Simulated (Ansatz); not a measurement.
C₂H₆ClNbO₃, SMILES `C[O][Nb](=[O])([Cl])[O]C`. The species carries charge 0 and has multiplicity 1. Nb takes the def2 core potential.

Cartesian coordinates in Å:
```
C -1.164 -2.464 0.075
O -0.906 -1.205 0.636
Nb 0.470 0.033 0.904
O 1.867 -0.604 0.187
Cl 0.849 0.390 3.165
O 0.075 1.635 0.023
C 0.544 2.480 -0.994
H -1.925 -2.367 -0.703
H -0.256 -2.893 -0.360
H -1.540 -3.135 0.852
H 1.468 2.091 -1.432
H 0.735 3.473 -0.579
H -0.216 2.566 -1.775
```

List the harmonic frequencies (cm⁻¹, unscaled) at PBE0-D4/def2-TZVP in Ansatz. (An estimate is asked.)

Computed: 59, 75, 81, 86, 90, 102, 174, 176, 220, 274, 301, 422, 592, 608, 1029, 1152, 1168, 1175, 1175, 1185, 1195, 1472, 1474, 1486, 1487, 1490, 1490, 3029, 3030, 3108, 3108, 3113, 3114.

Is this a minimum?

Yes, all 33 modes are real.

Give the ideal-gas thermochemistry at 298.15 K and 1 bar (rigid rotor, harmonic oscillator; point group Cs, symmetry number 1).

Zero-point energy 231.7 kJ/mol; H(298) − E = 262.7 kJ/mol; entropy 446.3 J/(mol·K), of which translation 175.3, rotation 124.0, vibration 147.0; G(298) − E = 129.6 kJ/mol. Modes under 100 cm⁻¹ are hindered rotations or soft bends, so the harmonic entropy is rough.

Rotational constants (cm⁻¹)?

0.04752, 0.04546, 0.02877.
